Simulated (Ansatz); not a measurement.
System: C4H5SSi, charge -1, multiplicity 1. It need not be the lowest isomer of its formula. Whether it binds its extra electron was not tested at this geometry. SMILES: [SiH3]c1cc[c-]s1
Structure (B3LYP-D3(BJ)/def2-TZVP (Ansatz, an electronic-structure program) minimum search):
```xyz
11

Si    -2.1498    -0.2127    -0.3368
C     -0.3443    -0.1776    -0.1330
C      0.5736    -1.1217    -0.5588
C      1.9227    -0.8002    -0.2439
C      2.1569     0.3953     0.4380
S      0.5911     1.0872     0.6588
H     -2.9214    -0.1940     0.9446
H     -2.5923    -1.4437    -1.0595
H     -2.7113     0.9375    -1.1111
H      0.2760    -2.0244    -1.0860
H      2.7347    -1.4668    -0.5278
```
Charge -1, spin multiplicity 1.

Parts of the frozen-core correlation energy in cc-pV(D+d)Z (Ansatz, hartree). Frozen orbitals: 14; correlated occupied orbitals by spin: 16 and 16; virtual: 97 and 97. No spin-orbit coupling. Non-relativistic.

| term | value |
|---|---|
| reference (HF) | -840.80318 |
| MP2 opposite-spin | -0.57015 |
| MP2 same-spin | -0.19897 |
| CCSD correlation | -0.81615 |
| (T) | -0.03750 |
| T1 diagnostic | 0.018 |
| largest doubles amplitude | 0.053 |
